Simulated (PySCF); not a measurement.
1,3-disilinane (C4H12Si2), SMILES C1C[SiH2]C[SiH2]C1. Geometry optimised at PBE-D3(BJ)/def2-SVP. The values are those of a single conformer.

Computed with PBE-D3(BJ)/def2-SVP in PySCF.

Harmonic wavenumbers (cm⁻¹): 128, 131, 248, 250, 258, 369, 484, 506, 565, 600, 611, 622, 647, 711, 730, 762, 793, 797, 865, 897, 908, 917, 943, 962, 1008, 1024, 1054, 1104, 1200, 1209, 1265, 1309, 1327, 1364, 1381, 1423, 2137, 2142, 2142, 2146, 2948, 2960, 2962, 2987, 2992, 3021, 3022, 3057. Rotational constants (GHz): 2.766, 2.208, 1.361; symmetry number 1.

### Question
Work out the zero-point energy and the ideal-gas rigid-rotor harmonic-oscillator thermochemistry at 298.15 K and 1 atm.

### Answer
ZPE = ½ Σ hcν = ½ × 61884 cm⁻¹ = 88.47 kcal/mol. H − E(el) = 94.21 kcal/mol. Entropy in cal/(mol K): translation 40.17, rotation 28.05, vibration 18.25, total 86.46. G − E(el) = 68.43 kcal/mol. Cp = 35.23 cal/(mol K). Modes under 150 cm⁻¹ make the vibrational entropy uncertain.
